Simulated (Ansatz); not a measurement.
Program: Ansatz 0.2.0.

Basis-set series for `CC(C)C(=O)CC(=O)c1ccccc1`. Charge 0, multiplicity 1. The structure was optimised at the PBE0-D4/def2-TZVP level. It is one conformer, not always the lowest.

```csv
functional,basis,functions,energy (Eh),HOMO (eV),LUMO (eV)
PBE0-D4,def2-TZVPP,630,-615.69792,-7.28,-1.94
PBE0-D4,def2-QZVPP,1218,-615.72995,-7.30,-1.98
ωB97M-V,def2-TZVPP,630,-616.15527,-9.67,0.10
ωB97M-V,def2-QZVPP,1218,-616.18542,-9.68,0.05
```

**Question.** Give the rows for def2-SVP. (Estimate.)

**Answer.** The calculation gave: 
```tsv
functional	basis	functions	energy (Eh)	HOMO (eV)	LUMO (eV)
PBE0-D4	def2-SVP	266	-615.02958	-7.21	-1.83
ωB97M-V	def2-SVP	266	-615.45857	-9.59	0.27
```

Positive LUMOs are unbound and depend on the basis.
